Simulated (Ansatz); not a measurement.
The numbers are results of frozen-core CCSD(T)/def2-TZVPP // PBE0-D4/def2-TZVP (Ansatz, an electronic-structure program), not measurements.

Ansatz 0.2 input:
```yaml
crystal:
  periodic: [false, false, false]
  atoms:
    - { symbol: Cl, position_ang: [-2.430616, 1.930235, -0.563201] }
    - { symbol: Si, position_ang: [-1.621387, 0.09976, -0.066232] }
    - { symbol: C, position_ang: [0.109909, 0.282771, 0.525842] }
    - { symbol: C, position_ang: [1.234527, 0.38281, -0.473132] }
    - { symbol: C, position_ang: [1.066292, -0.869532, 0.311836] }
    - { symbol: H, position_ang: [-1.620893, -0.740622, -1.290782] }
    - { symbol: H, position_ang: [-2.509423, -0.494787, 0.961904] }
    - { symbol: H, position_ang: [0.249796, 0.840895, 1.446338] }
    - { symbol: H, position_ang: [2.060234, 1.037276, -0.223924] }
    - { symbol: H, position_ang: [0.985752, 0.362007, -1.528046] }
    - { symbol: H, position_ang: [0.703657, -1.750539, -0.20593] }
    - { symbol: H, position_ang: [1.77215, -1.080276, 1.105326] }
basis:
  gaussian: { orbitals: def2-TZVPP }
correlation:
  method: ccsd_t
```

Output:

```
Functional definition: HF
1593 factors; integrals over basis functions are off by at most 8.4e-4 eV
mean field evaluation 1: about -23567.0153 eV, gradient 3.4e1 eV
mean field evaluation 2: about -23567.2939 eV, gradient 3.4e1 eV
mean field evaluation 4: about -23570.5930 eV, gradient 3.9e0 eV
mean field evaluation 8: about -23570.6479 eV, gradient 2.0e-1 eV
mean field evaluation 16: about -23569.6826 eV, gradient 1.6e1 eV
mean field -23570.64801721 eV, -866.2053378736 hartree, gradient 2.2e-6 eV, S^2 0.000000; 0 other end points of the search recorded, 0 dependent functions left out
13 core orbitals not correlated
reference -23570.64801721 eV, -866.2053378736 hartree; 15, 15 occupied and 247, 247 virtual orbitals, 1593 factors
second order -22.26816276 eV of doubles, -0.00000000 eV of singles
cycle   1  -23.15212437 eV  change   -8.8e-1 eV  update   9.2e-2
cycle   2  -23.71334907 eV  change   -5.6e-1 eV  update   2.6e-2
cycle   3  -23.78682278 eV  change   -7.3e-2 eV  update   9.8e-3
cycle   4  -23.78151745 eV  change    5.3e-3 eV  update   2.2e-3
cycle   5  -23.78172727 eV  change   -2.1e-4 eV  update   8.3e-4
cycle   6  -23.78179737 eV  change   -7.0e-5 eV  update   2.1e-4
cycle   7  -23.78171421 eV  change    8.3e-5 eV  update   6.4e-5
cycle   8  -23.78171668 eV  change   -2.5e-6 eV  update   2.0e-5
perturbative correction -1.00041987 eV, -0.0367647521 hartree
Total energy: -23595.43015377 eV, -867.1160645939 hartree
```

Cost: roughly 20 core-minutes.
